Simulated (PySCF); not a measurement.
**B⁺ (boron, charge +1): UHF calculation**

Configuration: [He] 2s2, closed-shell 1S. Calculation: PySCF 2.14, in def2-TZVP (5s3p2d1f, 31 functions); no relativity, point nucleus.

| Quantity | Value |
| --- | --- |
| Total energy | -24.236832 hartree |
| One-electron energy | -30.3535 hartree |
| Hartree (Coulomb) energy | 9.6080 hartree |
| Exchange energy | -3.4914 hartree |
| Kinetic energy | 24.23396 hartree |
| ⟨S²⟩ | 0.0000 |
| ⟨L²⟩ | 0.000 |
| Sum of ⟨r⟩ | 4.248 bohr |
| Sum of ⟨r²⟩ | 7.940 bohr² |
| Density at the nucleus (Gaussians lack the cusp) | 70.4 bohr⁻³ |
| Langevin diamagnetic susceptibility | -6.29 ×10⁻⁶ cm³/mol |
| Time after the integrals | 0.04 s of wall time on 1 thread of Intel(R) Xeon(R) 6975P-C (shared host) |

```tsv
shell	electrons	mean orbital energy (hartree)	rms radius, mean of both spins (bohr)
1s	2	-8.18640	0.378
2s	2	-0.87368	1.96
```
